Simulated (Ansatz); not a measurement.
`[NH2][Ga]([F])[GeH3]` + NH₃ → `[NH2][Ga]([NH2])[F]` + GeH₄ at 400 K and 1 bar (cleavage of the Ga–Ge bond).

Isolated molecules relaxed with PBE0-D4/def2-TZVP in Ansatz; ΔE leaves out vibrations. CCSD(T)/CBS is the MP2 limit (def2-TZVPP, def2-QZVPP) plus CCSD(T) − MP2 in def2-TZVPP, frozen cores. This one scheme is used for every species. For Ga, Ge outer-core shells are correlated without core-valence functions, which leaves a few kJ/mol of doubt a bond. Scalar relativity is left out up to krypton. One conformer a species, not always the lowest.

```json
{"species": "`[NH2][Ga]([F])[GeH3]`", "CCSD(T)/CBS energy (Eh)": "-4157.63173", "H − E (kJ/mol)": "169.4", "S (J/(mol·K))": "417.8"}
{"species": "NH₃", "CCSD(T)/CBS energy (Eh)": "-56.50880", "H − E (kJ/mol)": "104.2", "S (J/(mol·K))": "203.1"}
{"species": "`[NH2][Ga]([NH2])[F]`", "CCSD(T)/CBS energy (Eh)": "-2135.64030", "H − E (kJ/mol)": "170.0", "S (J/(mol·K))": "361.6"}
{"species": "GeH₄", "CCSD(T)/CBS energy (Eh)": "-2078.49493", "H − E (kJ/mol)": "93.6", "S (J/(mol·K))": "231.8"}
```

H − E and S are ideal-gas, rigid-rotor, harmonic terms from PBE0-D4/def2-TZVP, for one conformer and one mirror image of each species. 1 Eh = 2625.50 kJ/mol, R = 8.31446 J/(mol·K).

Question: By hand: ΔE, ΔH, ΔS and ΔG.

Answer: ΔE = (-2135.64030) + (-2078.49493) − (-4157.63173) − (-56.50880) = 0.00530 Eh = 13.9 kJ/mol. Δ(H − E) = 170.0 + 93.6 − 169.4 − 104.2 = -10.0, so ΔH = 3.9 kJ/mol. ΔS = 361.6 + 231.8 − 417.8 − 203.1 = -27.5 J/(mol·K). ΔG = 3.9 − 400 × (-27.5)/1000 = 14.9 kJ/mol.

Question: By hand: the equilibrium constant, and the temperature at which ΔG would vanish if ΔH and ΔS stayed fixed.

Answer: log₁₀ K = −ΔG/(RT ln 10) = -1.9. ΔH and −TΔS have one sign here, so there is no such temperature.

TΔS isn't small against ΔH here. A doubt of 5 kJ/mol in ΔE shifts log₁₀ K by 0.7 here. Other conformers and mirror images would add mixing entropy, several J/(mol·K) or more a flexible species. Modes under 60 cm⁻¹, often nearly free rotors, make the harmonic entropy too high. These are equilibria of isolated gas molecules and say nothing of rates. Largest T1 diagnostic: 0.013 (customary marks: 0.02 for closed shells, 0.045 for open ones).
